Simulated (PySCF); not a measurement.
## Computed spin Hamiltonian

Species: C4H12NSi (doublet state).
Geometry (GFN2-xTB, Å), atoms numbered from 1 in this order:
```
atom  x, y, z in Å
C1    -1.597   -0.945    0.796
N2    -0.828   -0.006    0.025
C3    -1.665    0.869   -0.752
Si4    0.777    0.465    0.501
C5     1.700   -1.123    1.021
C6     1.614    1.233   -1.033
H7    -2.251   -0.440    1.519
H8    -2.230   -1.539    0.130
H9    -0.935   -1.613    1.336
H10   -2.281    0.279   -1.438
H11   -2.338    1.459   -0.117
H12   -1.051    1.550   -1.333
H13    2.766   -0.931    1.078
H14    1.542   -1.921    0.297
H15    1.385   -1.486    1.994
H16    1.269    2.242   -1.232
H17    2.688    1.281   -0.885
H18    1.425    0.632   -1.921
```

The hyperfine couplings belong to this conformer and change with its torsions.

Identity: `C[Si](N(C)C)C` [radical].

Computed with UKS B3LYP, pcH-1 on C H N Si, non-relativistic, mean-field spin-orbit, GIAO (PySCF). Isolated species at its GFN2-xTB geometry (one conformer only). Couplings are sensitive to structure, and on GFN2-xTB geometries they can be far from those on DFT ones, by a factor of two or more for some ions and for spin on atoms past the first row. No stability test was run, so a lower SCF solution isn't excluded.

| Property | Result |
| --- | --- |
| g1, g2, g3 | 2.00212, 2.00286, 2.00333 |
| g_iso | 2.00277 |
| Form of g | rhombic: the two nearest values differ by 39 % of g3 − g1 |
| ⟨S²⟩ | 0.7519 (exact 0.7500) |
| α and β electrons | 29, 28 |
| Total energy | -503.91682 Eh |
| Basis functions | 280 |

Hyperfine couplings atom by atom, in MHz; T1 to T3 are the principal values of the dipolar part:

| atom | isotope | a_iso | of which spin–orbit | T1 | T2 | T3 | Mulliken spin population |
| --- | --- | --- | --- | --- | --- | --- | --- |
| C1 | 13C | -5.4 | 0.0 | -0.9 | -0.5 | 1.4 | -0.01 |
| N2 | 14N | 10.0 | 0.0 | -9.7 | -9.5 | 19.3 | 0.14 |
| C3 | 13C | -5.2 | 0.0 | -0.9 | -0.5 | 1.4 | -0.01 |
| Si4 | 29Si | -480.7 | 0.8 | -130.5 | 64.6 | 65.9 | 0.76 |
| C5 | 13C | 62.7 | 0.0 | -5.9 | -5.2 | 11.0 | 0.03 |
| C6 | 13C | 63.6 | 0.0 | -6.0 | -5.2 | 11.2 | 0.03 |
| H7 | 1H | 12.5 | 0.0 | -2.5 | -1.4 | 3.9 | 0.01 |
| H8 | 1H | 12.0 | 0.0 | -1.9 | -1.5 | 3.4 | 0.00 |
| H9 | 1H | 0.6 | 0.0 | -2.5 | -1.5 | 4.0 | 0.00 |
| H10 | 1H | 11.8 | 0.0 | -1.9 | -1.5 | 3.4 | 0.00 |
| H11 | 1H | 12.1 | 0.0 | -2.5 | -1.4 | 3.9 | 0.01 |
| H12 | 1H | 0.5 | 0.0 | -2.5 | -1.5 | 4.1 | 0.00 |
| H13 | 1H | -4.1 | 0.0 | -4.5 | -2.1 | 6.6 | 0.00 |
| H14 | 1H | 36.7 | 0.0 | -4.1 | -0.5 | 4.6 | 0.02 |
| H15 | 1H | 1.7 | 0.0 | -4.7 | -2.8 | 7.5 | 0.00 |
| H16 | 1H | 2.1 | 0.0 | -4.8 | -2.8 | 7.6 | 0.00 |
| H17 | 1H | -4.1 | 0.0 | -4.5 | -2.0 | 6.5 | 0.00 |
| H18 | 1H | 35.8 | 0.0 | -4.1 | -0.5 | 4.6 | 0.02 |

Largest spin populations (Mulliken): Si4 (+0.76) and N2 (+0.14). The angles at Si4 add up to 324.2°, so it is pyramidal.

Under fast tumbling the dipolar parts average out, and these isotropic splittings remain: 6 × 1H (H13 (×6), I = 1/2, 7 lines) with 0.41 mT, 1 × 14N (N2, I = 1, 3 lines) with 0.36 mT, 3 × 1H (H7/H8/H9, I = 1/2, 4 lines) with 0.30 mT and 3 × 1H (H10/H11/H12, I = 1/2, 4 lines) with 0.29 mT.

Nuclei that the bonding pattern makes equivalent are averaged, as if the motion that swaps them (rotation, inversion, ring flip) were fast. The six 1H nuclei of mean +11.4 MHz run from -4.1 to 36.7 MHz in the frozen geometry. The three 1H nuclei of mean +8.4 MHz run from 0.6 to 12.5 MHz in the frozen geometry.

The 13C coupling of C5/C6 (mean 63.1 MHz) shows only in satellite lines or after enrichment, since that isotope makes up about 1.07 % of natural carbon.

The 29Si coupling of Si4 (-480.7 MHz) shows only in satellite lines or after enrichment, since that isotope makes up about 4.7 % of natural silicon.

β density exceeds α density at some nuclei, such as C1/C3 (-0.0047), spin density in bohr⁻³. In a single determinant that takes different orbitals for the two spins, that is spin polarisation.

On Arm Neoverse V1, one thread, on a shared host, this took 81 s of wall time (with the writing of density and orbital grids) and 1.0 GiB of memory at its peak.
